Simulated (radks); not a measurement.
The erbium ion Er3+, 65 electrons, occupied as [Xe] 4f11.

Method: Dirac Kohn-Sham, PBEsol, spin-unpolarised, spherical densities, point nucleus; open shells fill j = l - 1/2 first; computed with a radial shooting solver on a logarithmic mesh with Libxc functionals.

Energy parts (eV):
| part | energy |
|---|---|
| total | -356304.28 |
| kinetic | 393334.50 |
| electron-nucleus | -879716.61 |
| Hartree | 137534.45 |
| exchange-correlation | -7456.62 |

Orbitals (lengths in bohr, moments of r in powers of bohr):
orbital  occ.  eigenvalue (eV)       <r^4>  small-component weight
1s1/2       2        -57318.77   8.649e-07                6.48e-02
2s1/2       2        -9651.550   0.0001339                1.45e-02
2p1/2       2        -9194.575  0.00008195                1.45e-02
2p3/2       4        -8278.242   0.0001119                1.33e-02
3s1/2       2        -2188.391    0.005084                4.66e-03
3p1/2       2        -1987.935    0.004563                4.60e-03
3p3/2       4        -1795.528    0.005752                4.26e-03
3d3/2       4        -1452.650    0.004044                4.15e-03
3d5/2       6        -1410.594    0.004343                4.05e-03
4s1/2       2        -458.1637      0.1236                1.50e-03
4p1/2       2        -378.0750      0.1386                1.42e-03
4p3/2       4        -334.5980      0.1753                1.29e-03
4d3/2       4        -202.7561      0.2422                1.11e-03
4d5/2       6        -194.8353      0.2615                1.08e-03
4f5/2       6         -35.9916       1.518                6.73e-04
4f7/2       5         -34.8349       1.645                6.58e-04
5s1/2       2         -81.8859       4.256                3.16e-04
5p1/2       2         -59.5617       6.825                2.54e-04
5p3/2       4         -53.6626       8.910                2.24e-04

The highest occupied level is 4f7/2 at -34.835 eV. The density falls to 0.001 e/bohr^3 at r = 3.13 bohr.
